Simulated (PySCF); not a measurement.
**What PySCF settings do for Br2Cs⁻**

Base input, run as `python input.py` with PySCF 2.14:

```python
from pyscf import gto, dft

mol = gto.M(
    atom='Cs 0 0 0; Br 0 0 3.3448; Br 0 0 -3.3448',
    basis='lanl2dz',
    ecp={'Cs': 'lanl2dz', 'Br': 'lanl2dz'},
    charge=-1,
    spin=0,
    verbose=3,
)
mf = dft.RKS(mol, xc='tpss')
mf.kernel()
mf.dip_moment()
print('orbital energies (hartree):', mf.mo_energy[..., max(0, mol.nelec[1]-3):mol.nelec[0]+3].round(4))
```

Base result: E(SCF) = -46.415958 Eh. The basis has no diffuse functions, which an anion needs. The dipole of an ion depends on the origin.

Wall time 3.6 s on one thread of a shared host.

Each row names what differs from the base; energies in brackets are changes from the base.

| change | result |
| --- | --- |
| functional: tpss → b3lypp [unsound on purpose] | stops with KeyError ("LibXCFunctional: name 'B3LYPP' not found.") |
| Cartesian functions: off → on | E(SCF) = -46.415958 Eh (+0.0000 eV) |
| geometry: coordinates × 1 → coordinates × 3 [stretched restricted solution, likely unstable] | not converged: SCF |
| basis set: lanl2dz → def2-svp [no diffuse functions for the anion] [with its own core potential] | E(SCF) = -5167.886644 Eh |
| step after the SCF: none → mp2; SCF type: RKS → RHF; functional: tpss → none (Hartree–Fock); frozen orbitals: default → 0 | E(SCF) = -45.676730 Eh, E(MP2) − E(SCF) = -0.04296 Eh |
| functional: tpss → r2-scan [unsound on purpose] | stops with KeyError ("LibXCFunctional: name 'R2' not found.") |
| step after the SCF: none → gradient | E(SCF) = -46.415958 Eh (+0.0000 eV) |
| geometry: coordinates × 1 → coordinates × 0.88 | E(SCF) = -46.368949 Eh (+1.2792 eV) |
| core potential: on → off [unsound on purpose] | stops with RuntimeError (Failed to assign mo_occ. Nocc (63) > Nmo (28)) |
